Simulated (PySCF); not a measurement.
CH7BO2Si (SMILES COBO[SiH3]), singlet, geometry from GFN2-xTB; PySCF with CAMB3LYP/6-31G, polarisability.

The PySCF input:
```python
from pyscf import gto, scf, dft
from pyscf.prop import polarizability

mol = gto.M(
    atom='''
B    -0.503773   -0.144917    0.856097
H    -1.253055   -0.128522    1.773318
O     0.579721   -0.943096    0.830968
C     0.930861   -1.827623    1.863140
H     0.217542   -1.784938    2.690752
H     0.958392   -2.843647    1.461935
H     1.925723   -1.562740    2.229327
O    -0.747079    0.649748   -0.183463
Si   -0.230064    1.168923   -1.625646
H     0.574619    2.366004   -1.374567
H    -1.484264    1.463286   -2.318030
H     0.554507    0.162747   -2.343055
''',
    basis='6-31g',
    charge=0,
    spin=0,
    verbose=4,
)

mf = dft.RKS(mol)
mf.xc = 'camb3lyp'
mf.kernel()
alpha = mf.Polarizability().polarizability()[2, 2]
print('alpha_zz =', alpha)
```

The log (banner, timings and long lists left out):

```
site-packages/pyscf/prop/efg/rhf.py:45: UserWarning: Module EFG is under testing
  warnings.warn('Module EFG is under testing')
site-packages/pyscf/prop/efg/dhf.py:30: UserWarning: Module EFG is under testing
  warnings.warn('Module EFG is under testing')
site-packages/pyscf/prop/zfs/uhf.py:40: UserWarning: Module ZFS is under testing
  warnings.warn('Module ZFS is under testing')
site-packages/pyscf/prop/gtensor/uhf.py:43: UserWarning: Module g-tensor is under testing
  warnings.warn('Module g-tensor is under testing')
site-packages/pyscf/prop/gtensor/uks.py:41: UserWarning: Module g-tensor is under testing
  warnings.warn('Module g-tensor is under testing')
site-packages/pyscf/prop/hfc/uks.py:35: UserWarning: Module HFC is under testing
  warnings.warn('Module HFC is under testing')
site-packages/pyscf/prop/magnetizability/rhf.py:39: UserWarning: Module magnetizability is under testing
  warnings.warn('Module magnetizability is under testing')
site-packages/pyscf/prop/magnetizability/uhf.py:37: UserWarning: Module magnetizability is under testing
  warnings.warn('Module magnetizability is under testing')
site-packages/pyscf/prop/magnetizability/rks.py:37: UserWarning: Module magnetizability is under testing
  warnings.warn('Module magnetizability is under testing')
site-packages/pyscf/prop/magnetizability/uks.py:39: UserWarning: Module magnetizability is under testing
  warnings.warn('Module magnetizability is under testing')
site-packages/pyscf/prop/polarizability/uhf.py:34: UserWarning: Module polarizability is under testing
  warnings.warn('Module polarizability is under testing')
site-packages/pyscf/prop/polarizability/rks.py:29: UserWarning: Module polarizability is under testing
  warnings.warn('Module polarizability is under testing')
site-packages/pyscf/prop/polarizability/uks.py:29: UserWarning: Module polarizability is under testing
  warnings.warn('Module polarizability is under testing')
PySCF version 2.14.0

[INPUT] verbose = 4
[INPUT] num. atoms = 12
[INPUT] num. electrons = 48
[INPUT] charge = 0
[INPUT] spin (= nelec alpha-beta = 2S) = 0
[INPUT] symmetry False subgroup None
[INPUT] Mole.unit = angstrom
[INPUT] Symbol           X                Y                Z      unit          X                Y                Z       unit  Magmom
[...]
nuclear repulsion = 219.939535143217
number of shells = 41
number of NR pGTOs = 162
number of NR cGTOs = 63
basis = 6-31g
ecp = {}

******** <class 'pyscf.dft.rks.RKS'> ********
method = RKS
initial guess = minao
damping factor = 0
level_shift factor = 0
DIIS = <class 'pyscf.scf.diis.CDIIS'>
diis_start_cycle = 1
diis_space = 8
diis_damp = 0
SCF conv_tol = 1e-09
SCF conv_tol_grad = None
SCF max_cycles = 50
direct_scf = True
direct_scf_tol = 1e-13
XC library pyscf.dft.libxc version 7.1.2
    S. Lehtola, C. Steigemann, M. J. T. Oliveira, and M. A. L. Marques,  SoftwareX 7, 1–5 (2018)
XC functionals = camb3lyp
    T. Yanai, D. P. Tew, and N. C. Handy,  Chem. Phys. Lett. 393, 51 (2004)
radial grids:
    Treutler-Ahlrichs [JCP 102, 346 (1995); DOI:10.1063/1.469408] (M4) radial grids

becke partition: Becke, JCP 88, 2547 (1988); DOI:10.1063/1.454033
pruning grids: <function nwchem_prune>
grids dens level: 3
symmetrized grids: False
atomic radii adjust function: <function treutler_atomic_radii_adjust>
small_rho_cutoff = 0
Set gradient conv threshold to 3.16228e-05
Initial guess from minao.
tot grids = 144168
init E= -507.556956097175
[...]
cycle= 1 E= -506.848094456695  delta_E= 0.709  |g|= 0.841  |ddm|= 3.02
[...]
cycle= 2 E= -506.770006577853  delta_E= 0.0781  |g|=  1.1  |ddm|= 1.44
[...]
cycle= 3 E= -506.988560060905  delta_E= -0.219  |g|= 0.0328  |ddm|= 0.81
[...]
cycle= 4 E= -506.988692638411  delta_E= -0.000133  |g|= 0.0332  |ddm|= 0.0626
[...]
cycle= 5 E= -506.988897864115  delta_E= -0.000205  |g|= 0.00572  |ddm|= 0.0253
[...]
cycle= 6 E= -506.988905218306  delta_E= -7.35e-06  |g|= 0.00068  |ddm|= 0.00662
[...]
cycle= 7 E= -506.988905388296  delta_E= -1.7e-07  |g|= 0.000336  |ddm|= 0.0014
[...]
cycle= 8 E= -506.988905420383  delta_E= -3.21e-08  |g|= 4.03e-05  |ddm|= 0.00034
[...]
cycle= 9 E= -506.988905421227  delta_E= -8.44e-10  |g|= 1.02e-05  |ddm|= 0.000111
[...]
Extra cycle  E= -506.988905421262  delta_E= -3.46e-11  |g|= 6.64e-06  |ddm|= 2.31e-05
converged SCF energy = -506.988905421262
Isotropic polarizability 46.9345721467
Polarizability anisotropy 3.97021369738
alpha_zz = 48.907778380142844
```
